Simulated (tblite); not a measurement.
Give a GFN2-xTB geometry of InChI=1S/C6H13S/c1-6(2)4-5-7-3/h4-5H2,1-3H3. (Doublet state.)

```xyz
20
C6H13S angstrom
C      3.2645    0.5151   -0.1338
S      2.3202    0.4149    1.4138
C      0.6269    0.5780    0.7649
C      0.1200   -0.6887    0.0475
C     -1.2865   -0.5189   -0.3841
C     -1.5842    0.2261   -1.6346
C     -2.3873   -0.7654    0.5819
H      2.9641    1.4042   -0.6810
H      4.3103    0.5864    0.1454
H      3.1040   -0.3778   -0.7311
H      0.0100    0.7864    1.6376
H      0.6076    1.4394    0.0972
H      0.2152   -1.5263    0.7422
H      0.7623   -0.8769   -0.8167
H     -0.7727    0.1255   -2.3534
H     -1.7280    1.2980   -1.4452
H     -2.5047   -0.1373   -2.0921
H     -3.2923   -1.0846    0.0644
H     -2.6469    0.1416    1.1434
H     -2.1075   -1.5289    1.3053
```

Orientation and origin are arbitrary. Atoms count from 1 in this order. The C–C distances run from 1.481 Å (C4–C5, drawn single) to 1.542 Å (C3–C4, drawn single), a spread of 0.061 Å. S2 (sulfur bonded to 2 C) is bent (angle 100.1°). C5 (carbon bonded to 3 C) is almost planar (angles 119.7°, 119.5° and 118.8°, sum 358.1°, 0.12 Å off the plane of its three neighbours). Of the pairs four or more bonds apart, H13···H20 is among the closest relative to their van der Waals radii: 2.39 Å, 100 % of the sum of Bondi's values.

Bonds between heavy atoms (Å): C1–S2 1.816, S2–C3 1.821, C3–C4 1.542, C4–C5 1.481, C5–C6 1.486, C5–C7 1.485.

Structure optimised with GFN2-xTB, isolated species. This method treats the open shell by occupation alone, without spin polarisation.

Point group: C1 (no symmetry element, even within 0.4 Å). Its GFN2-xTB frequencies are all real (lowest 28 cm⁻¹). Torsions: C1–S2–C3–C4 74°, S2–C3–C4–C5 177°, C3–C4–C5–C6 81°. 3 starts were optimised and ended at 0.00, 2.26 and 3.29 kcal/mol (GFN2-xTB); the lowest of these is shown.

One conformer stands for the species.

The numbers are calculated, not measured.
